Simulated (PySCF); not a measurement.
VF4, SMILES [F][V+]([F])([F])[F], charge +1, multiplicity 1.

The structure is a stationary point at B3LYP-D3(BJ)/def2-SVP. The spin state was assumed, not searched. The isomer is the one that the SMILES or the coordinates give; other isomers of the formula were not compared.

Method: TDDFT-PBE/def2-SVPD (PySCF).

Vertical excitations; the highest root listed may be one member of a degenerate set. Gas-phase values at a fixed geometry. State labels are in the subgroup D2.

Computed lowest excited states:
| state | symmetry | energy (eV) | λ (nm) | f | main pairs |
|---|---|---|---|---|---|
| S1 | B1 | 5.12 | 242 | 0.000 | HOMO−2→LUMO (degenerate set) |
| S2 | B3 | 5.12 | 242 | 0.000 | HOMO→LUMO+1, HOMO→LUMO (degenerate set) |
| S3 | B2 | 5.12 | 242 | 0.000 | HOMO−1→LUMO+1, HOMO−1→LUMO (degenerate set) |
| S4 | B3 | 5.41 | 229 | 0.006 | HOMO→LUMO, HOMO→LUMO+1, HOMO−3→LUMO+1 (degenerate set) |
| S5 | B2 | 5.41 | 229 | 0.006 | HOMO−1→LUMO, HOMO−1→LUMO+1, HOMO−4→LUMO+1 (degenerate set) |
| S6 | B1 | 5.41 | 229 | 0.006 | HOMO−2→LUMO+1, HOMO−5→LUMO (degenerate set) |
| S7 | B2 | 5.68 | 218 | 0.000 | HOMO−4→LUMO, HOMO−4→LUMO+1 (degenerate set) |
| S8 | B1 | 5.68 | 218 | 0.000 | HOMO−5→LUMO+1 (degenerate set) |
| S9 | B3 | 5.68 | 218 | 0.000 | HOMO−3→LUMO, HOMO−3→LUMO+1 (degenerate set) |
| S10 | B1 | 6.04 | 205 | 0.009 | HOMO−5→LUMO 68 %, HOMO−2→LUMO+1 11 % |
| T1 | B2 | 4.77 | 260 | 0 | HOMO−1→LUMO, HOMO−1→LUMO+1 (degenerate set) |
| T2 | B3 | 4.77 | 260 | 0 | HOMO→LUMO, HOMO→LUMO+1 (degenerate set) |
| T3 | B1 | 4.77 | 260 | 0 | HOMO−2→LUMO+1 (degenerate set) |
| T4 | B1 | 4.94 | 251 | 0 | HOMO−2→LUMO 97 % |
Triplets are in the Tamm–Dancoff approximation, which puts them higher than full response would, so one can lie above its singlet here.
